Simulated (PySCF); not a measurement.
PySCF 2.14 output of an unrestricted PBE0 calculation on a single atom or ion in aug-cc-pVDZ-DK (6s5p3d, 36 functions), with the spin-free X2C one-electron Hamiltonian (Gaussian nucleus):

```
SCF conv_tol = 1e-09
number electrons alpha = 17  beta = 15
    C. Adamo and V. Barone.,  J. Chem. Phys. 110, 6158 (1999)
    M. Ernzerhof and G. E. Scuseria.,  J. Chem. Phys. 110, 5029 (1999)
cycle= 1 E= -2428.28797717343  delta_E= -0.0054  |g|= 0.0272  |ddm|= 0.362
cycle= 2 E= -2428.28813807966  delta_E= -0.000161  |g|= 0.00872  |ddm|= 0.0678
cycle= 3 E= -2428.28815632753  delta_E= -1.82e-05  |g|= 0.000431  |ddm|= 0.0195
cycle= 4 E= -2428.28815645658  delta_E= -1.29e-07  |g|= 2.7e-05  |ddm|= 0.00106
cycle= 5 E= -2428.28815645684  delta_E= -2.58e-10  |g|= 4.45e-07  |ddm|= 9.45e-05
converged SCF energy = -2428.28815645684  <S^2> = 2.0022728  2S+1 = 3.0015148
```

The run itself started from symmetry-adapted Hartree-Fock orbitals and held the occupation by maximum overlap, on a logarithmic radial grid, so the iterations belong to that start.

Q: Which element, charge and spin multiplicity is this?

A: Se²⁺ (selenium, charge +2), multiplicity 3; the state was [Ar] 3d10 4s2 4p2, high-spin 3P determinant.
